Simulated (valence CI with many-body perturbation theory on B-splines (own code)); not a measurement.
E1 transitions of Rb XXXIII

Computed by valence CI with perturbative core correlation (CI+MBPT): three valence electrons over a frozen Dirac-Fock core [He], radial functions for each j: 11 s, 11 p, 9 d, 7 f, 5 g, 2 h, 1 i, with the one-electron correlation potential Σ1, the two-electron term Σ2, the three-electron term Σ3, Breit, model QED; selected CI, second order for the rest (own B-spline code, finite nucleus).

The last digits are not significant, and no measured levels were compared; by estimate large intervals hold to a few tenths of a per cent, small ones and those within an open d or f shell to about a per cent.

Lines 151 to 200 of 265 in falling wavelength, among levels below 20728 × 10³ cm⁻¹, chosen from the strongest by gf and those to the six lowest levels. Wavelengths and rates use the calculated energies. Electric multipoles are in the length gauge, E1 and E2 with the static RPA response of the core. Weak lines are less certain than strong ones. Lines between different terms over intervals too small for the method are left out, as are lines whose strength nearly cancels. The highest levels of a list are the least certain.

Levels are named by their leading jj configuration (3d3/2^4 stands for four electrons in 3d with j = 3/2), which in mixed levels can hold well under half, so a name can repeat and another be missing. Letters in brackets count levels of one name in rising energy.

| λ vac (Å) | Upper | Lower | A (s⁻¹) | S (a.u.) |
| --- | --- | --- | --- | --- |
| 5.524 | (2s 2p3/2 3s) J=3/2 [a] | (2s 2p1/2 2p3/2) J=3/2 [a] | 3.72e+11 | 1.24e-04 |
| 5.519 | (2s 2p3/2 3d5/2) J=7/2 [a] | (2s 2p3/2^2) J=5/2 | 1.10e+14 | 7.34e-02 |
| 5.517 | (2s^2 3d3/2) J=3/2 | (2s^2 2p3/2) J=3/2 | 1.44e+13 | 4.79e-03 |
| 5.513 | (2s 2p1/2 3d3/2) J=5/2 | (2s 2p1/2 2p3/2) J=3/2 [a] | 2.19e+13 | 1.09e-02 |
| 5.502 | (2s^2 3d5/2) J=5/2 | (2s^2 2p3/2) J=3/2 | 8.76e+13 | 4.32e-02 |
| 5.502 | (2s 2p1/2 3d5/2) J=5/2 [b] | (2s 2p1/2 2p3/2) J=5/2 | 2.21e+12 | 1.09e-03 |
| 5.495 | (2s 2p1/2 3d5/2) J=5/2 [a] | (2s 2p1/2 2p3/2) J=3/2 [a] | 4.95e+13 | 2.43e-02 |
| 5.487 | (2s 2p1/2 3d3/2) J=3/2 [b] | (2s 2p1/2 2p3/2) J=3/2 [a] | 1.74e+13 | 5.69e-03 |
| 5.486 | (2p1/2 2p3/2 3d3/2) J=3/2 | (2p1/2^2 2p3/2) J=3/2 | 1.46e+13 | 4.75e-03 |
| 5.486 | (2s 2p1/2 3d3/2) J=1/2 | (2s 2p1/2 2p3/2) J=3/2 [a] | 3.60e+12 | 5.86e-04 |
| 5.484 | (2p1/2 2p3/2 3d3/2) J=5/2 | (2p1/2^2 2p3/2) J=3/2 | 7.74e+12 | 3.78e-03 |
| 5.480 | (2s 2p3/2 3d3/2) J=5/2 [a] | (2s 2p1/2 2p3/2) J=3/2 [b] | 5.93e+11 | 2.89e-04 |
| 5.473 | (2s 2p3/2 3d3/2) J=1/2 [a] | (2s 2p1/2 2p3/2) J=3/2 [b] | 5.35e+11 | 8.65e-05 |
| 5.466 | (2s 2p3/2 3d5/2) J=3/2 [a] | (2s 2p1/2 2p3/2) J=1/2 | 1.39e+13 | 4.49e-03 |
| 5.460 | (2s 2p1/2 3p1/2) J=3/2 | (2s^2 2p3/2) J=3/2 | 2.03e+12 | 6.52e-04 |
| 5.458 | (2s 2p3/2 3d5/2) J=5/2 [a] | (2s 2p1/2 2p3/2) J=3/2 [b] | 1.91e+12 | 9.19e-04 |
| 5.457 | (2s 2p1/2 3d5/2) J=5/2 [b] | (2s 2p1/2 2p3/2) J=3/2 [a] | 8.41e+12 | 4.04e-03 |
| 5.457 | (2p1/2 2p3/2 3d5/2) J=5/2 | (2p1/2^2 2p3/2) J=3/2 | 3.23e+13 | 1.55e-02 |
| 5.452 | (2s 2p3/2 3d3/2) J=5/2 [b] | (2s 2p3/2^2) J=5/2 | 6.32e+12 | 3.03e-03 |
| 5.447 | (2s 2p3/2 3d5/2) J=7/2 [b] | (2s 2p3/2^2) J=5/2 | 4.24e+13 | 2.70e-02 |
| 5.446 | (2s 2p3/2 3d5/2) J=3/2 [a] | (2s 2p1/2 2p3/2) J=3/2 [b] | 4.94e+12 | 1.57e-03 |
| 5.423 | (2s 2p1/2 3d3/2) J=3/2 [a] | (2s 2p1/2^2) J=1/2 | 6.29e+12 | 1.98e-03 |
| 5.423 | (2s 2p1/2 3p1/2) J=1/2 [b] | (2s^2 2p3/2) J=3/2 | 4.86e+11 | 7.64e-05 |
| 5.421 | (2s 2p3/2 3d5/2) J=1/2 | (2s 2p1/2 2p3/2) J=3/2 [b] | 6.41e+11 | 1.01e-04 |
| 5.421 | (2s 2p1/2 3p3/2) J=3/2 [a] | (2s^2 2p3/2) J=3/2 | 3.35e+11 | 1.05e-04 |
| 5.402 | (2s 2p1/2 3p3/2) J=1/2 | (2s^2 2p3/2) J=3/2 | 5.49e+11 | 8.54e-05 |
| 5.399 | (2s 2p1/2 3p3/2) J=5/2 | (2s^2 2p3/2) J=3/2 | 9.50e+11 | 4.43e-04 |
| 5.397 | (2s 2p3/2 3d3/2) J=5/2 [a] | (2s 2p1/2 2p3/2) J=5/2 | 5.81e+13 | 2.70e-02 |
| 5.396 | (2s 2p3/2 3d3/2) J=7/2 | (2s 2p1/2 2p3/2) J=5/2 | 8.09e+13 | 5.02e-02 |
| 5.392 | (2s 2p3/2 3d3/2) J=3/2 [a] | (2s 2p1/2 2p3/2) J=5/2 | 2.83e+13 | 8.77e-03 |
| 5.390 | (2s 2p1/2 3p3/2) J=3/2 [b] | (2s^2 2p3/2) J=3/2 | 4.25e+11 | 1.31e-04 |
| 5.384 | (2s 2p3/2 3d3/2) J=3/2 [b] | (2s 2p1/2 2p3/2) J=1/2 | 4.06e+13 | 1.25e-02 |
| 5.379 | (2s 2p1/2 3d3/2) J=3/2 [b] | (2s 2p1/2^2) J=1/2 | 8.18e+13 | 2.51e-02 |
| 5.378 | (2s 2p1/2 3d3/2) J=1/2 | (2s 2p1/2^2) J=1/2 | 1.28e+14 | 1.97e-02 |
| 5.375 | (2s 2p3/2 3d5/2) J=5/2 [a] | (2s 2p1/2 2p3/2) J=5/2 | 3.70e+12 | 1.70e-03 |
| 5.372 | (2s 2p3/2 3d3/2) J=1/2 [b] | (2s 2p1/2 2p3/2) J=1/2 | 6.16e+13 | 9.43e-03 |
| 5.368 | (2s 2p3/2 3d3/2) J=5/2 [b] | (2s 2p1/2 2p3/2) J=3/2 [b] | 9.35e+13 | 4.28e-02 |
| 5.364 | (2s 2p3/2 3d3/2) J=3/2 [b] | (2s 2p1/2 2p3/2) J=3/2 [b] | 2.34e+13 | 7.12e-03 |
| 5.354 | (2s 2p1/2 3d5/2) J=3/2 | (2s 2p1/2^2) J=1/2 | 4.75e+12 | 1.44e-03 |
| 5.354 | (2s 2p3/2 3d3/2) J=5/2 [a] | (2s 2p1/2 2p3/2) J=3/2 [a] | 3.57e+13 | 1.62e-02 |
| 5.353 | (2s^2 3d3/2) J=3/2 | (2s^2 2p1/2) J=1/2 | 8.18e+13 | 2.48e-02 |
| 5.352 | (2s 2p3/2 3d3/2) J=1/2 [b] | (2s 2p1/2 2p3/2) J=3/2 [b] | 4.15e+12 | 6.29e-04 |
| 5.351 | (2s 2p3/2 3d5/2) J=7/2 [a] | (2s 2p1/2 2p3/2) J=5/2 | 7.06e+12 | 4.27e-03 |
| 5.349 | (2s 2p3/2 3d3/2) J=3/2 [a] | (2s 2p1/2 2p3/2) J=3/2 [a] | 6.37e+13 | 1.93e-02 |
| 5.348 | (2s 2p3/2 3d5/2) J=5/2 [b] | (2s 2p1/2 2p3/2) J=3/2 [b] | 2.98e+12 | 1.35e-03 |
| 5.347 | (2s 2p3/2 3d3/2) J=1/2 [a] | (2s 2p1/2 2p3/2) J=3/2 [a] | 8.59e+13 | 1.30e-02 |
| 5.347 | (2p1/2 2p3/2 3p1/2) J=1/2 | (2s 2p1/2 2p3/2) J=3/2 [b] | 5.32e+12 | 8.04e-04 |
| 5.340 | (2s 2p3/2 3d5/2) J=3/2 [b] | (2s 2p1/2 2p3/2) J=3/2 [b] | 2.82e+11 | 8.48e-05 |
| 5.336 | (2p1/2 2p3/2 3p1/2) J=3/2 [a] | (2s 2p1/2 2p3/2) J=3/2 [b] | 4.91e+11 | 1.47e-04 |
| 5.322 | (2s 2p1/2 3p1/2) J=1/2 [a] | (2s^2 2p1/2) J=1/2 | 8.15e+12 | 1.21e-03 |
